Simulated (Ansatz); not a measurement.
Steps of a relaxation of ClH5O2Si2, SMILES `O[SiH](O)[SiH2]Cl` with RKS PBE-D4/def2-SVP.

```sh
$ ansatz run in.yaml --threads 4 --pin off --events-out ev --progress --plain --max-ram 10444MiB
```

```yaml
crystal:
  periodic: [false, false, false]
  atoms:
    - {symbol: O, position_ang: [-1.534600, 0.443800, 1.081600]}
    - {symbol: Si, position_ang: [-0.013100, -0.212700, 0.779900]}
    - {symbol: O, position_ang: [-0.213300, -1.819200, 1.047500]}
    - {symbol: Si, position_ang: [0.693000, 0.245600, -1.388900]}
    - {symbol: Cl, position_ang: [0.616000, 2.243100, -1.741600]}
    - {symbol: H, position_ang: [-1.551200, 1.448200, 1.122900]}
    - {symbol: H, position_ang: [0.917500, 0.389300, 1.747800]}
    - {symbol: H, position_ang: [-1.038400, -2.100300, 1.429900]}
    - {symbol: H, position_ang: [-0.144800, -0.422200, -2.422400]}
    - {symbol: H, position_ang: [2.094200, -0.155000, -1.593200]}
basis:
  gaussian: {orbitals: def2-SVP}
hamiltonian: {xc: pbe, dispersion: d4}
relax: {f_tol: 0.03, max_steps: 200}
```

Positions (Å) and forces (eV/Å) along the path, 13 of 43 steps:

```xyz
10
step=1 energy=-32426.8646 eV
O    -1.535    0.444    1.082   -0.189    1.564   -0.107
Si   -0.013   -0.213    0.780   -0.694    0.694    0.189
O    -0.213   -1.819    1.048    1.069   -0.683   -0.522
Si    0.693    0.246   -1.389   -0.100   -1.074   -0.013
Cl    0.616    2.243   -1.742   -0.147    1.376   -0.065
H    -1.551    1.448    1.123   -0.030   -1.401   -0.058
H     0.917    0.389    1.748    0.639    0.220    0.387
H    -1.038   -2.100    1.430   -0.947   -0.251    0.448
H    -0.145   -0.422   -2.422   -0.190   -0.180   -0.162
H     2.094   -0.155   -1.593    0.589   -0.265   -0.099
10
step=7 energy=-32427.0531 eV
O    -1.579    0.487    0.982    0.052   -0.076   -0.001
Si   -0.047   -0.184    0.792   -0.011    0.002    0.003
O    -0.219   -1.837    0.969    0.453    0.183   -0.478
Si    0.712    0.203   -1.402    0.039   -0.013    0.009
Cl    0.649    2.299   -1.607   -0.009   -0.011    0.027
H    -1.614    1.454    1.073   -0.002    0.075   -0.001
H     0.918    0.397    1.804   -0.040    0.030   -0.022
H    -0.915   -2.116    1.570   -0.463   -0.197    0.462
H    -0.200   -0.394   -2.438   -0.009    0.005    0.005
H     2.121   -0.247   -1.680   -0.010    0.000   -0.004
10
step=15 energy=-32427.0740 eV
O    -1.601    0.516    0.940    0.021    0.003    0.000
Si   -0.091   -0.205    0.770    0.004    0.010   -0.006
O    -0.292   -1.857    0.926   -0.044   -0.009    0.049
Si    0.702    0.195   -1.404   -0.011   -0.008    0.003
Cl    0.683    2.302   -1.493    0.001    0.001    0.001
H    -1.600    1.490    0.952    0.001   -0.007   -0.012
H     0.869    0.363    1.793   -0.011   -0.009   -0.002
H    -0.726   -2.148    1.750    0.039    0.008   -0.041
H    -0.219   -0.323   -2.473    0.000    0.003    0.002
H     2.101   -0.274   -1.698    0.001    0.008    0.005
10
step=19 energy=-32427.0829 eV
O    -1.560    0.580    0.971    0.034    0.098   -0.022
Si   -0.096   -0.227    0.790    0.002    0.004    0.002
O    -0.375   -1.870    0.921   -0.028   -0.009    0.037
Si    0.685    0.205   -1.383   -0.011   -0.009    0.003
Cl    0.581    2.313   -1.461   -0.015    0.005    0.012
H    -1.528    1.529    0.742   -0.009   -0.089   -0.001
H     0.900    0.246    1.824   -0.001   -0.007    0.004
H    -0.668   -2.178    1.798    0.021    0.008   -0.040
H    -0.216   -0.338   -2.458    0.003    0.000    0.003
H     2.103   -0.200   -1.680    0.005    0.000    0.000
10
step=21 energy=-32427.0851 eV rejected
O    -1.489    0.663    1.001    0.107    0.683   -0.385
Si   -0.094   -0.257    0.814   -0.038    0.009    0.099
O    -0.484   -1.882    0.934    0.006    0.018    0.158
Si    0.680    0.207   -1.354    0.053    0.066   -0.171
Cl    0.443    2.309   -1.433   -0.042    0.001    0.059
H    -1.444    1.539    0.534   -0.026   -0.690    0.345
H     0.941    0.116    1.852   -0.032   -0.035   -0.004
H    -0.655   -2.195    1.844    0.036    0.042   -0.187
H    -0.195   -0.362   -2.435    0.000   -0.047    0.011
H     2.121   -0.078   -1.694   -0.065   -0.047    0.075
10
step=29 energy=-32427.1277 eV
O    -1.179    0.955    1.221    0.096    0.012   -0.082
Si   -0.048   -0.237    0.876   -0.070    0.008    0.038
O    -0.702   -1.783    0.806    0.038    0.043   -0.005
Si    0.671    0.235   -1.320    0.003   -0.077   -0.151
Cl   -0.053    2.199   -1.657    0.025   -0.070    0.019
H    -1.298    1.560    0.458   -0.057   -0.024    0.092
H     1.025   -0.198    1.933   -0.027   -0.011   -0.018
H    -0.791   -2.234    1.665   -0.018    0.004    0.003
H     0.045   -0.660   -2.360   -0.021    0.047    0.068
H     2.155    0.224   -1.559    0.031    0.068    0.035
10
step=32 energy=-32427.1554 eV
O    -0.946    1.052    1.344   -0.036    0.101   -0.174
Si    0.003   -0.248    0.876    0.027   -0.024    0.051
O    -0.808   -1.713    0.747   -0.021   -0.010   -0.002
Si    0.697    0.212   -1.334    0.038    0.086   -0.103
Cl   -0.351    2.000   -1.784    0.008   -0.051    0.026
H    -1.270    1.575    0.578    0.060   -0.120    0.158
H     1.093   -0.359    1.908   -0.015    0.004   -0.022
H    -1.034   -2.147    1.590   -0.003    0.036   -0.016
H     0.271   -0.813   -2.352    0.042    0.015    0.057
H     2.169    0.502   -1.511   -0.099   -0.035    0.025
10
step=33 energy=-32427.1669 eV
O    -0.837    1.078    1.379    0.005   -0.004    0.037
Si    0.043   -0.258    0.881    0.036    0.021   -0.091
O    -0.848   -1.671    0.708   -0.037   -0.050    0.098
Si    0.712    0.211   -1.336    0.000   -0.011    0.047
Cl   -0.508    1.877   -1.802   -0.001    0.006   -0.031
H    -1.237    1.558    0.624    0.004    0.010    0.001
H     1.134   -0.424    1.900   -0.021   -0.018    0.009
H    -1.178   -2.063    1.539    0.012    0.024   -0.051
H     0.396   -0.873   -2.327    0.016   -0.001   -0.009
H     2.148    0.625   -1.503   -0.014    0.023   -0.008
10
step=34 energy=-32427.1667 eV rejected
O    -0.725    1.100    1.428   -0.070   -0.022   -0.253
Si    0.072   -0.276    0.879   -0.154   -0.034    0.019
O    -0.907   -1.638    0.693   -0.093   -0.009    0.395
Si    0.723    0.204   -1.340    0.003    0.163   -0.155
Cl   -0.644    1.751   -1.872    0.123   -0.192    0.091
H    -1.197    1.555    0.693    0.125   -0.072    0.183
H     1.162   -0.511    1.886   -0.013   -0.016   -0.030
H    -1.315   -1.985    1.519    0.213    0.182   -0.374
H     0.541   -0.922   -2.330    0.040    0.098    0.088
H     2.116    0.784   -1.494   -0.174   -0.097    0.035
10
step=36 energy=-32427.1699 eV
O    -0.815    1.081    1.388    0.016   -0.014    0.010
Si    0.044   -0.264    0.874   -0.026   -0.007   -0.003
O    -0.867   -1.668    0.714   -0.001    0.008    0.016
Si    0.710    0.213   -1.339    0.004    0.002   -0.007
Cl   -0.529    1.858   -1.831    0.002   -0.024    0.005
H    -1.227    1.562    0.642   -0.003    0.018   -0.006
H     1.134   -0.448    1.892    0.004   -0.010   -0.007
H    -1.193   -2.052    1.548    0.002    0.012   -0.010
H     0.430   -0.878   -2.334    0.012    0.001    0.000
H     2.139    0.656   -1.492   -0.010    0.015    0.001
10
step=37 energy=-32427.1737 eV
O    -0.767    1.093    1.404    0.052   -0.069   -0.009
Si    0.051   -0.272    0.866   -0.063   -0.030    0.056
O    -0.902   -1.650    0.710    0.031    0.054   -0.004
Si    0.715    0.208   -1.345   -0.008    0.014   -0.004
Cl   -0.601    1.794   -1.843    0.032   -0.049   -0.013
H    -1.202    1.571    0.669   -0.013    0.030   -0.024
H     1.146   -0.489    1.871    0.001   -0.007   -0.009
H    -1.245   -2.018    1.545    0.005    0.014   -0.005
H     0.505   -0.901   -2.340    0.012    0.043    0.019
H     2.125    0.724   -1.474   -0.049    0.000   -0.007
10
step=40 energy=-32427.1796 eV
O    -0.663    1.112    1.430   -0.032    0.022   -0.001
Si    0.065   -0.290    0.865    0.009    0.003   -0.068
O    -0.966   -1.605    0.694    0.001    0.013    0.001
Si    0.719    0.204   -1.345   -0.016   -0.008    0.030
Cl   -0.729    1.645   -1.895   -0.002    0.001    0.000
H    -1.140    1.595    0.724    0.032   -0.025    0.014
H     1.161   -0.580    1.848    0.010   -0.005    0.023
H    -1.338   -1.955    1.524   -0.009   -0.006    0.012
H     0.646   -0.925   -2.335    0.013    0.005   -0.002
H     2.069    0.860   -1.446   -0.005    0.001   -0.009
10
step=43 energy=-32427.1802 eV
O    -0.632    1.115    1.433    0.001    0.000    0.006
Si    0.071   -0.297    0.862   -0.009   -0.001   -0.002
O    -0.989   -1.590    0.691   -0.003   -0.009    0.028
Si    0.720    0.202   -1.345    0.001    0.003    0.005
Cl   -0.777    1.594   -1.896    0.019   -0.013   -0.007
H    -1.108    1.601    0.729    0.010   -0.010    0.000
H     1.164   -0.612    1.843   -0.007    0.003   -0.001
H    -1.370   -1.931    1.521    0.011    0.013   -0.026
H     0.699   -0.928   -2.336   -0.003    0.018    0.004
H     2.048    0.907   -1.438   -0.021   -0.004   -0.007
```

Hardware: 4 threads of an Arm Neoverse V1 on a shared host. Wall time 50 s, peak host memory 0.16 GiB.
